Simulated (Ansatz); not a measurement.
Born–Oppenheimer molecular dynamics of BFH₅NO (9 atoms, charge 0, multiplicity 1). It starts at the highest image of a converged band. Of that band: Neighbouring images differ by up to 1.6 eV, so the band resolves the path poorly. A vibrational analysis at the climbing image gives one clearly imaginary mode, 1404i cm⁻¹, and a faint second one (40i cm⁻¹) that may be numerical noise or a soft torsion: probably a first-order saddle point.

The calculation used Ansatz 0.2.0, RKS PBE0/6-31G*.

```yaml
ensemble: NVE (velocity Verlet)
time_step: 0.5 fs
steps_asked: 200
starting_velocities_drawn_for: 100 K
seed: 5937
```

First frame:

```xyz
9
Properties=species:S:1:pos:R:3
B 0.071 0.376 0.027
H -0.110 -0.506 1.081
N 1.457 0.196 -0.421
H 1.776 -0.766 -0.407
H 1.588 0.543 -1.367
F -0.998 0.271 -0.793
O -0.087 1.625 0.943
H 0.821 1.946 1.070
H -0.125 0.446 1.435
```

(1) What does the run give?

(2) What happens to the structure?

(3) How do temperature and energy run in time?

Answers

(1) All steps were run.

* steps done: 200
* time covered: 100 fs
* mean temperature over the second half: 2011 K
* spread of the potential energy over the second half: 22.7 meV per atom
* mean potential energy of the second half above the start: -192.1 meV per atom

The conserved energy stayed within 0.084 meV per atom of its start (net change -0.029 meV per atom), so the integration is sound. The kinetic energy rose, since the run started high on the potential surface and went downhill. It ends in pieces (BFH3NO + H2), so much of that is their flight and rotation, not heat. A run of 0.1 ps of so small a system gives no equilibrium averages. The orbitals stay closed-shell, which can raise the energy where a bond breaks towards radicals; this wasn't checked here.

(2) Between its relaxed ends the band would form B1–O7, H2–H9 and break B1–H2, O7–H9. These pairs go: B1–O7 1.56 → 1.30 Å, H2–H9 1.02 → 0.76 Å, B1–H2 1.39 → 9.30 Å, O7–H9 1.28 → 10.50 Å. In the last frame they stand as after the step (other bonds may differ from the relaxed reactants and products). Also parted: B1–H9 1.42 → 9.81 Å. It ends as BFH3NO + H2. Pairs count as bonded within 1.25 times the sum of covalent radii (0.12 Å more for H–H). The details hang on the random start.

(3) 
| time (fs) | T (K) | potential energy less start (eV) | conserved less start (meV/atom) |
| --- | --- | --- | --- |
| 0 | 100 | 0.000 | 0.00 |
| 5 | 75 | 0.023 | 0.01 |
| 10 | 55 | 0.041 | 0.02 |
| 15 | 102 | -0.001 | 0.05 |
| 20 | 496 | -0.358 | 0.06 |
| 25 | 1363 | -1.143 | -0.02 |
| 30 | 1889 | -1.619 | -0.01 |
| 35 | 2148 | -1.854 | -0.05 |
| 40 | 1935 | -1.660 | 0.02 |
| 45 | 1703 | -1.451 | 0.01 |
| 50 | 1671 | -1.421 | 0.04 |
| 55 | 2074 | -1.786 | -0.01 |
| 60 | 2383 | -2.067 | -0.08 |
| 65 | 2190 | -1.891 | -0.01 |
| 70 | 2112 | -1.821 | -0.03 |
| 75 | 1930 | -1.656 | -0.03 |
| 80 | 1690 | -1.438 | 0.00 |
| 85 | 1640 | -1.393 | 0.03 |
| 90 | 2045 | -1.760 | -0.07 |
| 95 | 2121 | -1.829 | -0.02 |
| 100 | 2205 | -1.905 | -0.03 |

Run time: 5.4 min on 1 thread of Intel(R) Xeon(R) Platinum 8488C (Sapphire Rapids) (shared host), peak memory 0.14 GiB.
